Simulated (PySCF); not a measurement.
[Fe(NH3)6]2+ holds Fe(II), d6, at total charge +2. The structure is a PBE0-D3(BJ)/def2-SVP, IEF-PCM water geometry optimised for multiplicity 5; coordination octahedral, point group S6, metal–donor distances 2.23 Å.

Method (PySCF 2.14, density fitting): CASSCF(6,5) with orbitals averaged over all microstates of the shell, strongly contracted NEVPT2 on the averaged canonical orbitals; basis x2c-TZVPall on the metal, x2c-SVPall elsewhere; spin-free X2C; IEF-PCM water; spin-orbit coupling by state interaction with the mean-field operator over all roots.

CASSCF energies above the lowest CASSCF root:

```
          state  CASSCF / cm⁻¹
5Ag (from 5T2g)              0
5Eg (from 5T2g)             93
            5Eg           9042
3Ag (from 3T1g)          15264
3Eg (from 3T1g)          15282
1Ag (from 1A1g)          18090
3Eg (from 3T2g)          18930
3Ag (from 3T2g)          18998
3Eg (from 3T1g)          22415
3Ag (from 3T1g)          22456
3Ag (from 3T2g)          24752
1Ag (from 1T1g)          24807
1Eg (from 1T1g)          24831
3Eg (from 3T2g)          24833
            3Eg          25629
3Eg (from 3T1g)          26132
3Ag (from 3T1g)          26188
3Ag (from 3T2g)          30483
3Eg (from 3T2g)          30507
3Ag (from 3A2g)          30892
1Eg (from 1T2g)          30928
1Ag (from 1T2g)          30948
```

Q: How does dynamic correlation (SC-NEVPT2) move these states?

A: 
```tsv
state	NEVPT2 / cm⁻¹	shift / cm⁻¹
5Ag (from 5T2g)	0	0
5Eg (from 5T2g)	122	+29
5Eg	11341	+2299
3Ag (from 3T1g)	11166	-4099
3Eg (from 3T1g)	11200	-4081
1Ag (from 1A1g)	11435	-6655
3Eg (from 3T2g)	15933	-2997
3Ag (from 3T2g)	16006	-2991
3Eg (from 3T1g)	20838	-1577
3Ag (from 3T1g)	20891	-1566
3Ag (from 3T2g)	22534	-2219
1Ag (from 1T1g)	20706	-4101
1Eg (from 1T1g)	20733	-4098
3Eg (from 3T2g)	22636	-2197
3Eg	24562	-1067
3Eg (from 3T1g)	23676	-2456
3Ag (from 3T1g)	23745	-2443
3Ag (from 3T2g)	28618	-1865
3Eg (from 3T2g)	28666	-1841
3Ag (from 3A2g)	29624	-1268
1Eg (from 1T2g)	28618	-2310
1Ag (from 1T2g)	28673	-2276
```

5Eg (from 5T2g) (122 cm⁻¹) lies within 300 cm⁻¹ of 5Ag (from 5T2g) at NEVPT2 level, inside the method's error: they are parts of one split term, whose order is undecided. NEVPT2 lifts 5Eg from 9042 to 11341 cm⁻¹; on the d shell alone it tends to overshoot states that fill the eg-type orbitals. Gaps between spin states lean to high spin in this active space. The geometry optimisation stopped short of its thresholds.
